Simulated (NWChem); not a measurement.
System: InN2H5O; SMILES [NH2][In]([NH2])[OH]

Here is an NWChem input.

```
start job
memory heap 200 mb stack 900 mb global 1100 mb
geometry units angstroms
  In    -0.043498    -0.009503     0.002203
  O      1.649049    -0.771440    -0.600650
  H      1.994109    -0.339696    -1.380882
  N     -0.543754    -0.492109     1.933079
  H      0.084236    -1.242496     2.209182
  H     -1.488365    -0.859766     2.007065
  N     -0.831598     1.427146    -1.244842
  H     -1.751903     1.712518    -0.928918
  H     -0.946650     1.063694    -2.187002
end
basis spherical
  * library def2-svp
end
ecp
  In library def2-ecp
end
dft
  xc pbe0
  iterations 150
end
driver
  maxiter 120
end
task dft optimize
dft
  grid fine
  convergence energy 1d-8 density 1d-7
end
task dft freq numerical
```

Parts of the log:

```
             Northwest Computational Chemistry Package (NWChem) 7.3.0
             --------------------------------------------------------

 C1  symmetry detected

                             Geometry "geometry" -> ""
                             -------------------------

 Output coordinates in angstroms (scale by  1.889725989 to convert to a.u.)

  No.       Tag          Charge          X              Y              Z
 ---- ---------------- ---------- -------------- -------------- --------------
    1 In                  49.0000    -0.02539404    -0.00789605    -0.02589803
    2 O                    8.0000     1.92480203     0.01079095     0.04538410
    3 H                    1.0000     2.28158508     0.87762190     0.23390786
    4 N                    7.0000    -0.85573635    -1.87794151     0.13192578
    5 H                    1.0000    -0.09211095    -2.53803368     0.01010811
    6 H                    1.0000    -1.52590784    -2.06682088    -0.60843243
    7 N                    7.0000    -0.90876060     1.84533149     0.13345816
    8 H                    1.0000    -1.91088069     1.77971787    -0.00674396
    9 H                    1.0000    -0.55531519     2.47636375    -0.58059675

 Effective nuclear repulsion energy (a.u.)     388.7263445181

                                Z-matrix (autoz)
                                --------

 Units are Angstrom for bonds and degrees for angles

      Type          Name      I     J     K     L     M      Value
      ----------- --------  ----- ----- ----- ----- ----- ----------
    1 Stretch                  1     2                       1.95159
    2 Stretch                  1     4                       2.05218
    3 Stretch                  1     7                       2.05917
    4 Stretch                  2     3                       0.95615
    5 Stretch                  4     5                       1.01670
    6 Stretch                  4     6                       1.01633
    7 Stretch                  7     8                       1.01401
    8 Stretch                  7     9                       1.01637
    9 Bend                     1     2     3               112.87737
   10 Bend                     1     4     5               106.17149
   11 Bend                     1     4     6               112.34176
   12 Bend                     1     7     8               110.79512
   13 Bend                     1     7     9               110.80710
   14 Bend                     2     1     4               114.22007
   15 Bend                     2     1     7               114.66054
   16 Bend                     4     1     7               129.83537
   17 Bend                     5     4     6               106.69774
   18 Bend                     8     7     9               106.66130
   19 Torsion                  2     1     4     5         -12.77515
   20 Torsion                  2     1     4     6        -129.04624
   21 Torsion                  2     1     7     8         174.11273
   22 Torsion                  2     1     7     9          55.92227
   23 Torsion                  3     2     1     4        -162.75096
   24 Torsion                  3     2     1     7           5.60839
   25 Torsion                  4     1     7     8         -19.75220
   26 Torsion                  4     1     7     9        -137.94266
   27 Torsion                  5     4     1     7        -178.95954
   28 Torsion                  6     4     1     7          64.76937

                           NWChem Geometry Optimization
                           ----------------------------

 maximum gradient threshold         (gmax) =   0.000450
 rms gradient threshold             (grms) =   0.000300
 maximum cartesian step threshold   (xmax) =   0.001800
 rms cartesian step threshold       (xrms) =   0.001200
 fixed trust radius                (trust) =   0.300000
 source of zmatrix                         =   autoz

          -------------------
          Energy Minimization
          -------------------

 Using diagonal initial Hessian
 Scaling for Hessian diagonals: bonds = 1.00  angles = 0.25  torsions = 0.10

          --------
          Step   0

                                 NWChem DFT Module
                                 -----------------

 Summary of "ao basis" -> "ao basis" (spherical)
 ------------------------------------------------------------------------------
       Tag                 Description            Shells   Functions and Types
 ---------------- ------------------------------  ------  ---------------------
 In                         def2-svp                10       26   4s4p2d
 O                          def2-svp                 6       14   3s2p1d
 H                          def2-svp                 3        5   2s1p
 N                          def2-svp                 6       14   3s2p1d

            General Information
            -------------------
          SCF calculation type: DFT
          Wavefunction type:  closed shell.
          No. of atoms     :     9
          No. of electrons :    48
           Alpha electrons :    24
            Beta electrons :    24
          Charge           :     0
          Spin multiplicity:     1
          Use of symmetry is: off; symmetry adaption is: off
          Maximum number of iterations: 150
          AO basis - number of functions:    93
                     number of shells:    43
          Convergence on energy requested:  1.00D-06
          Convergence on density requested:  1.00D-05
          Convergence on gradient requested:  5.00D-04

              XC Information
              --------------
                         PBE0 Method XC Functional
                     Hartree-Fock (Exact) Exchange  0.250
          PerdewBurkeErnzerhof Exchange Functional  0.750
            Perdew 1991 LDA Correlation Functional  1.000 local
           PerdewBurkeErnz. Correlation Functional  1.000 non-local

             Grid Information
             ----------------
          Grid used for XC integration:  medium
          Radial quadrature: Mura-Knowles
          Angular quadrature: Lebedev.
          Tag              B.-S. Rad. Rad. Pts. Rad. Cut. Ang. Pts.
          ---              ---------- --------- --------- ---------
          In                  1.55      123           9.0       590
          O                   0.60       49          11.0       434
          H                   0.35       45          12.0       434
          N                   0.65       49          11.0       434
          Grid pruning is: on
          Number of quadrature shells:   495
          Spatial weights used:  Erf1

      Superposition of Atomic Density Guess
      -------------------------------------

 Sum of atomic energies:        -403.72621399

      Non-variational initial energy
      ------------------------------

 Total energy =    -375.910589
 1-e energy   =    -981.717678
 2-e energy   =     407.616535
 HOMO         =      -0.342951
 LUMO         =      -0.071093

   convergence    iter        energy       DeltaE   RMS-Dens  Diis-err
 ---------------- ----- ----------------- --------- --------- ---------
 d= 0,ls=0.0,diis     1   -377.3933709034 -5.76D+02  1.81D-02  1.02D+00
 d= 0,ls=0.0,diis     2   -377.2352071776  1.58D-01  1.06D-02  2.63D+00
 d= 0,ls=0.0,diis     3   -377.5148948396 -2.80D-01  2.07D-03  4.83D-02
 d= 0,ls=0.0,diis     4   -377.5175416799 -2.65D-03  1.00D-03  2.16D-02
 d= 0,ls=0.0,diis     5   -377.5199459447 -2.40D-03  1.71D-04  3.87D-04
  Resetting Diis
 d= 0,ls=0.0,diis     6   -377.5199898131 -4.39D-05  3.95D-05  1.27D-05
 d= 0,ls=0.0,diis     7   -377.5199908387 -1.03D-06  3.45D-05  3.75D-06
 d= 0,ls=0.0,diis     8   -377.5199897531  1.09D-06  2.28D-05  1.28D-05
 d= 0,ls=0.0,diis     9   -377.5199912922 -1.54D-06  1.03D-06  5.98D-09
 d= 0,ls=0.0,diis    10   -377.5199912930 -8.04D-10  3.69D-07  1.48D-09

         Total DFT energy =     -377.519991293032
      One electron energy =     -986.011794811945
           Coulomb energy =      451.178906309912
    Exchange-Corr. energy =      -40.877656989815
 Nuclear repulsion energy =      198.190554198816

 Numeric. integr. density =       48.000005991528

[...]

      ----------------------
      Optimization converged
      ----------------------

  Step       Energy      Delta E   Gmax     Grms     Xrms     Xmax
  ---- ---------------- -------- -------- -------- -------- --------
@   17    -377.52277902 -1.7D-07  0.00003  0.00001  0.00033  0.00083
                                     ok       ok       ok       ok

                                Z-matrix (autoz)
                                --------

 Units are Angstrom for bonds and degrees for angles

      Type          Name      I     J     K     L     M      Value     Gradient
      ----------- --------  ----- ----- ----- ----- ----- ---------- ----------
    1 Stretch                  1     2                       2.00442   -0.00002
    2 Stretch                  1     4                       2.02894   -0.00003
    3 Stretch                  1     7                       2.03747    0.00003
    4 Stretch                  2     3                       0.96307   -0.00002
    5 Stretch                  4     5                       1.01720    0.00000
    6 Stretch                  4     6                       1.01650    0.00000
    7 Stretch                  7     8                       1.01722    0.00002
    8 Stretch                  7     9                       1.01727    0.00001
    9 Bend                     1     2     3               112.68528    0.00001
   10 Bend                     1     4     5               114.02056    0.00000
   11 Bend                     1     4     6               116.66074    0.00000
   12 Bend                     1     7     8               115.44908    0.00000
   13 Bend                     1     7     9               115.19977   -0.00000
   14 Bend                     2     1     4               113.73544   -0.00002
   15 Bend                     2     1     7               119.01495    0.00001
   16 Bend                     4     1     7               126.26851    0.00001
   17 Bend                     5     4     6               108.37657   -0.00000
   18 Bend                     8     7     9               107.87907   -0.00000
   19 Torsion                  2     1     4     5         -22.45090    0.00000
   20 Torsion                  2     1     4     6        -150.03854    0.00000
   21 Torsion                  2     1     7     8         163.67663   -0.00000
   22 Torsion                  2     1     7     9          36.82865    0.00000
   23 Torsion                  3     2     1     4        -165.36320    0.00001
   24 Torsion                  3     2     1     7           4.01434    0.00001
   25 Torsion                  4     1     7     8         -28.40437   -0.00000
   26 Torsion                  4     1     7     9        -155.25236   -0.00000
   27 Torsion                  5     4     1     7         169.08247    0.00000
   28 Torsion                  6     4     1     7          41.49482   -0.00000

                         Geometry "geometry" -> "geometry"
                         ---------------------------------

 Output coordinates in angstroms (scale by  1.889725989 to convert to a.u.)

  No.       Tag          Charge          X              Y              Z
 ---- ---------------- ---------- -------------- -------------- --------------
    1 In                  49.0000     0.02082592     0.00056960    -0.02816782
    2 O                    8.0000     2.02255238     0.02373042     0.07308846
    3 H                    1.0000     2.37629780     0.90548684     0.23077320
    4 N                    7.0000    -0.78257348    -1.85720904     0.11256746
    5 H                    1.0000    -0.14102513    -2.60582793    -0.13779148
    6 H                    1.0000    -1.66141696    -2.01215345    -0.37414628
    7 N                    7.0000    -0.99446609     1.76393941     0.07675537
    8 H                    1.0000    -1.96256223     1.73006404    -0.23368133
    9 H                    1.0000    -0.54535075     2.55053395    -0.38628474

 Effective nuclear repulsion energy (a.u.)     386.5708224581

                Final and change from initial internal coordinates
                --------------------------------------------------

                                Z-matrix (autoz)
                                --------

 Units are Angstrom for bonds and degrees for angles

[...]

 Rotational Constants
 --------------------
 A=   0.167529 cm-1  (  0.241031 K)
 B=   0.147309 cm-1  (  0.211940 K)
 C=   0.078980 cm-1  (  0.113632 K)

 Temperature                      =   298.15K
 frequency scaling parameter      =   1.0000

 Zero-Point correction to Energy  =   39.336 kcal/mol  (  0.062686 au)
 Thermal correction to Energy     =   44.215 kcal/mol  (  0.070461 au)
 Thermal correction to Enthalpy   =   44.807 kcal/mol  (  0.071405 au)

 Total Entropy                    =   86.067 cal/mol-K
   - Translational                =   41.173 cal/mol-K (mol. weight = 163.9443)
   - Rotational                   =   26.206 cal/mol-K (symmetry #  =        1)
   - Vibrational                  =   18.687 cal/mol-K

 Cv (constant volume heat capacity) =   25.174 cal/mol-K
   - Translational                  =    2.979 cal/mol-K
   - Rotational                     =    2.979 cal/mol-K
   - Vibrational                    =   19.215 cal/mol-K

[normal modes left out]

 ----------------------------------------------------------------------------
 Normal Eigenvalue ||           Projected Infra Red Intensities
  Mode   [cm**-1]  || [atomic units] [(debye/angs)**2] [(KM/mol)] [arbitrary]
 ------ ---------- || -------------- ----------------- ---------- -----------
    1       -0.000 ||    0.000666           0.015         0.650       0.196
    2        0.000 ||    0.000003           0.000         0.003       0.001
    3        0.000 ||    0.002717           0.063         2.649       0.799
    4        0.000 ||    0.000000           0.000         0.000       0.000
    5        0.000 ||    0.001473           0.034         1.436       0.433
    6        0.000 ||    0.000762           0.018         0.743       0.224
    7      115.102 ||    0.003464           0.080         3.377       1.018
    8      128.362 ||    0.017885           0.413        17.436       5.256
    9      146.197 ||    0.009676           0.223         9.433       2.843
   10      165.365 ||    0.023008           0.531        22.430       6.761
   11      232.708 ||    0.060150           1.388        58.637      17.676
   12      243.514 ||    0.071744           1.655        69.940      21.083
   13      420.253 ||    0.107128           2.472       104.434      31.481
   14      442.740 ||    0.197378           4.554       192.414      58.002
   15      589.719 ||    0.038703           0.893        37.729      11.373
   16      609.735 ||    0.076805           1.772        74.873      22.570
   17      624.127 ||    0.035602           0.821        34.707      10.462
   18      743.410 ||    0.018639           0.430        18.170       5.477
   19      804.357 ||    0.040884           0.943        39.856      12.014
   20      812.635 ||    0.090141           2.080        87.874      26.489
   21     1524.948 ||    0.006510           0.150         6.346       1.913
   22     1536.774 ||    0.016421           0.379        16.008       4.826
   23     3566.443 ||    0.012408           0.286        12.096       3.646
   24     3571.956 ||    0.013221           0.305        12.889       3.885
   25     3669.195 ||    0.013897           0.321        13.547       4.084
   26     3676.756 ||    0.017761           0.410        17.315       5.219
   27     3904.636 ||    0.041751           0.963        40.701      12.269
 ----------------------------------------------------------------------------
```

Level: PBE0/def2-SVP with def2 effective core potentials on In. def2 effective core potentials on In; no spin-orbit coupling.
